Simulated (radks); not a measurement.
Results of a calculation; reference values are marked as such.
Spherical quantum dot in the effective-mass picture: electrons in a hard-walled sphere of radius 2.32, with a point charge +1 (a donor) at the centre, all in effective atomic units (hartree* = m*/eps^2 hartree, bohr* = eps/m* bohr), one dielectric constant everywhere. Level of theory: non-relativistic Kohn-Sham, LDA (Slater exchange, Perdew-Wang correlation), spin-polarised, spherical densities (a radial shooting solver with Libxc functionals). Levels are named by radial order and angular momentum (1s, 1p, 1d, 2s, ...), and open shells are averaged over m.

N = 14, configuration 1s2 1p6 1d(up 5, down 1). This is the lowest configuration that the search found. Occupied and some empty levels:

level,occupation,eigenvalue (hartree*),<r> (bohr*)
1s up,1,8.1336,1.282
1s down,1,8.2280,1.267
1p up,3,8.9088,1.486
1p down,3,9.0222,1.482
1d up,5,9.9330,1.583
1d down,1,10.052,1.582
2s up,0,10.490,1.051
2s down,0,10.547,1.059
1f up,0,11.232,1.651
1f down,0,11.353,1.651
2p up,0,12.656,1.206
2p down,0,12.727,1.205

Energy (hartree*): total 73.2806, kinetic 32.829, external -10.276, Hartree 59.254, exchange-correlation -8.5273.
